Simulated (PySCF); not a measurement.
C5H9NOSi.
Z-matrix (Å and degrees, GFN2-xTB geometry), rows numbered from 1:
```
N 
C   1  1.3615
O   2  1.2153  1  122.12
C   2  1.4655  1  114.10  3   179.87
C   4  1.3419  2  133.48  1   179.77
C   5  1.4951  4   94.41  2   177.94
Si  6  1.9047  5  115.04  4  -114.67
C   4  1.5093  2  132.83  1    -0.53
H   1  1.0056  2  118.83  3     1.06
H   1  1.0034  2  122.01  3   178.88
H   5  1.0740  4  133.53  2    -1.04
H   6  1.0917  5  113.91  4   116.04
H   7  1.4654  6  107.71  5   169.59
H   7  1.4623  6  108.79  5    50.30
H   7  1.4618  6  108.73  5   -70.59
H   8  1.0901  4  115.71  2   -62.08
H   8  1.0897  4  115.08  2    67.20
```

Computed at PBE0/pcSseg-1 (PySCF, non-relativistic), with Q(14N) = 0.02044 b, Q(17O) = −0.0256 b: N1, 14N (I = 1): χzz = -4.675 MHz, η = 0.014; O3, 17O (I = 5/2): χzz = 9.659 MHz, η = 0.065.

(1) Where would the pure quadrupole (NQR) lines of 14N at N1 fall for the rigid, isolated species?

(2) Where would the pure quadrupole (NQR) lines of 17O at O3 fall for the rigid, isolated species?

Answers

(1) From ν± = (3/4)|χ|(1 ± η/3) and ν0 = |χ|η/2: ν+ 3.522 MHz, ν− 3.490 MHz, ν0 0.033 MHz (amide nitrogen).

(2) From the eigenvalues of H = χ/[4I(2I − 1)] × [3Iz² − I(I + 1) + η(Ix² − Iy²)], steps between neighbouring levels, labelled as for η = 0: ±1/2↔±3/2 1.456 MHz, ±3/2↔±5/2 2.895 MHz (amide oxygen).

In a crystal, neighbours and librations shift these lines. GFN2-xTB bond lengths can be off by several hundredths of an ångström, more for odd bonds, and the gradients follow them. With a basis this small, the couplings can be 20 % off.

These values come from a run that also computed NMR shieldings. Hardware: Arm Neoverse V1, one thread, shared host with 32 logical CPUs at a one-minute load of 30. Cost: 32 s, 0.84 GiB resident at most.

One conformer stands for the species.
